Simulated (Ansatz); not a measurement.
The inner images of a band of FH + H4O2Sn (9 atoms, charge 0, multiplicity 1) are given out of order.

These are results of Ansatz, RKS PBE0-D4/def2-SVP, not measurements.

First end point:

```xyz
9
Properties=species:S:1:pos:R:3
Sn -0.388 -0.016 0.294
H -0.759 -0.209 1.940
O 1.635 -0.211 0.184
H 1.955 -0.462 -0.690
H -0.948 1.266 -0.664
O -0.995 -1.598 -0.741
H -0.860 -2.430 -0.274
F 1.249 1.902 1.250
H 1.741 1.179 0.834
```

Last end point:

```xyz
9
Properties=species:S:1:pos:R:3
Sn 0.246 0.435 -0.731
H -0.506 -0.564 3.125
O 1.921 0.033 -1.666
H 2.398 -0.706 -1.267
H -0.697 1.481 -1.672
O -0.591 -1.241 -0.134
H -0.661 -1.253 0.831
F 0.689 1.279 0.965
H -0.170 -0.041 2.682
```

Question: Put them in order from the first end to the last, with their energies above the first end.
A.
```xyz
9
Properties=species:S:1:pos:R:3
Sn 0.348 0.390 -0.551
H -0.853 -0.247 2.781
O 1.901 0.077 -1.703
H 2.299 -0.774 -1.471
H -0.796 1.459 -1.200
O -0.251 -1.425 -0.090
H -0.698 -1.487 0.762
F 0.999 1.201 1.094
H -0.321 0.229 2.511
```
B.
```xyz
9
Properties=species:S:1:pos:R:3
Sn -0.251 -0.004 0.049
H -0.461 -0.153 1.737
O 1.720 -0.077 -0.275
H 1.931 -0.806 -0.874
H -0.934 1.271 -0.839
O -0.918 -1.712 -0.722
H -1.064 -2.348 -0.013
F 1.001 1.975 1.492
H 1.605 1.278 1.580
```
C.
```xyz
9
Properties=species:S:1:pos:R:3
Sn -0.032 0.020 -0.058
H -0.259 -0.090 1.662
O 1.856 -0.145 -0.629
H 1.966 -0.993 -1.077
H -0.798 1.319 -0.843
O -0.805 -1.712 -0.655
H -1.070 -2.223 0.118
F 1.076 1.934 1.518
H 0.695 1.312 2.097
```
D.
```xyz
9
Properties=species:S:1:pos:R:3
Sn 0.180 0.229 -0.121
H -0.487 0.050 1.805
O 1.959 -0.012 -0.911
H 2.076 -0.950 -1.115
H -0.818 1.403 -0.832
O -0.420 -1.649 -0.343
H -1.047 -1.925 0.335
F 1.013 1.495 1.419
H 0.173 0.781 1.898
```
E.
```xyz
9
Properties=species:S:1:pos:R:3
Sn 0.346 0.362 -0.306
H -0.734 -0.058 2.224
O 1.968 0.047 -1.349
H 2.143 -0.903 -1.329
H -0.883 1.379 -0.886
O -0.190 -1.527 -0.112
H -0.914 -1.759 0.481
F 1.113 1.371 1.188
H -0.219 0.511 2.222
```

Answer: B (+42.2 kJ/mol), C (+64.4 kJ/mol), D (+149.7 kJ/mol), E (+55.4 kJ/mol), A (+29.4 kJ/mol).

Run time: 4.6 min on 2 threads of Arm Neoverse V1, with other jobs on the host, peak memory 0.22 GiB.
